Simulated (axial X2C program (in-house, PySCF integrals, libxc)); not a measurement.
SmBr: a free-ion multiplet in an axial field

Calculated with an axial X2C code built on PySCF integrals: two-component X2C with atomic mean-field Coulomb and Gaunt terms, basis Sm dyall-v3z, Br dyall-v3z (cores contracted in-house). Orbitals come from Hartree–Fock averaged over the configuration Sm f5 s2; CI then distributes these electrons over the f, s shells of Sm.

R = 2.665 Å.

(1) Which level do Hund's rules give for f5, how many Ω levels does it split into, and what is its Landé factor?

The computed levels compare thus:

| Ω | energy (cm⁻¹) | g∥ computed | 2gJΩ |
| --- | --- | --- | --- |
| 1/2 | 0 | 0.67 | 0.29 |
| 3/2 | 220 | 2.21 | 0.86 |
| 5/2 | 730 | 4.02 | 1.43 |

The 3 lowest levels are just these Ω; they span 730 cm⁻¹, the lowest has Ω = 1/2, and the next level lies at 1083 cm⁻¹. Departures of g∥ from 2gJΩ come from intermediate coupling and from mixing with the higher-lying level J + 1 of the term. The computed g∥ is the magnitude of 2⟨Lz + ge Sz⟩.

There is no dynamic correlation: spin–orbit spacings and, for f shells, spacings inside one term are the most reliable numbers, splittings between terms come out too wide, and energies between configurations are not reliable, so the lowest level need not be the ground state of the molecule. At most 4 roots were kept for each Ω > 0 (twice that for Ω = 0) within 2.2 eV of the lowest, so higher up levels can be missing between those listed; levels with Ω > 0 are doubly degenerate and listed once, Ω = 0 levels singly.

Answers

(1) S = 5/2, L = 5, J = 5/2 (6H5/2). It gives Ω = 1/2 to 5/2, 3 levels. gJ = 3/2 + [S(S+1) − L(L+1)]/[2J(J+1)] = 0.286, so g∥ = 2gJΩ.
